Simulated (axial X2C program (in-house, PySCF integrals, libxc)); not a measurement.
**Curves of TcTe from open-shell CI on d5 s0 p(π)0**

Calculated with an axial X2C code built on PySCF integrals: two-component X2C with atomic mean-field Coulomb and Gaunt terms, basis Tc dyall-v3z, Te dyall-v3z (cores contracted in-house). Orbitals come from Hartree–Fock averaged over the configuration Tc d5 s0 p(π)0; CI then distributes these electrons over the d, s, p(π) shells of Tc.

Scan along the bond; masses Tc 98.907 u, Te 129.906 u. Energies in cm⁻¹ from the lowest point; levels are followed by energy order within each Ω. Lowest level at 2.506 Å: 100% d5.

```tsv
R (Å)	(1)Ω=1/2	(1)Ω=3/2	(1)Ω=5/2	(2)Ω=1/2	(2)Ω=3/2	(3)Ω=1/2	(2)Ω=5/2	(3)Ω=3/2	(4)Ω=1/2
2.331	3290	3317	3370	18253	18514	18365	18614	19605	19668
2.418	1054	1080	1132	16982	17144	17075	17216	17852	17907
2.506	59	89	146	16776	16875	16924	16960	17383	17438
2.606	0	38	113	17407	17482	17707	17630	17953	18035
2.706	682	736	844	18616	18696	19112	18933	19251	19401
2.819	1985	2066	2228	20333	20436	21069	20755	21144	21422
2.957	3993	4114	4360	22551	22682	23558	23039	23592	24068
```

Q: Fit the curves (1)Ω=1/2, (1)Ω=3/2, (1)Ω=5/2, (2)Ω=1/2, (2)Ω=3/2, (3)Ω=1/2, (2)Ω=5/2, (3)Ω=3/2, (4)Ω=1/2 near their minima.

A: From the open-shell CI curves, Te from the lowest:

```csv
level,Te (cm⁻¹),Re (Å),ωe (cm⁻¹)
(1)Ω=1/2,0,2.561,232.7
(1)Ω=3/2,33,2.560,234.2
(1)Ω=5/2,98,2.558,237.0
(2)Ω=1/2,16833,2.482,249.8
(2)Ω=3/2,16944,2.488,252.9
(3)Ω=1/2,16956,2.475,266.0
(2)Ω=5/2,17021,2.485,261.7
(3)Ω=3/2,17468,2.501,270.2
(4)Ω=1/2,17522,2.500,273.5
```

Without dynamic correlation distances can be off by several hundredths of an Å (long for ionic bonds, short for multiple bonds) and the wavenumbers are rough.

The 9 lowest curves are shown; the next is (3)Ω=5/2, from 18533 cm⁻¹.

There is no dynamic correlation: spin–orbit spacings and, for f shells, spacings inside one term are the most reliable numbers, splittings between terms come out too wide, and energies between configurations are not reliable, so the lowest level need not be the ground state of the molecule. For d shells the ligand-field splittings (σ, π, δ) and their order can be off by a thousand cm⁻¹ or more. At most 4 roots were kept for each Ω > 0 (twice that for Ω = 0) within 3.2 eV of the lowest, so higher up levels can be missing between those listed; levels with Ω > 0 are doubly degenerate and listed once, Ω = 0 levels singly. Some active spinors are only partly of the character that their shell is named for, so the shell names and counts are nominal. States that fill the shells left empty in the average are placed too high.
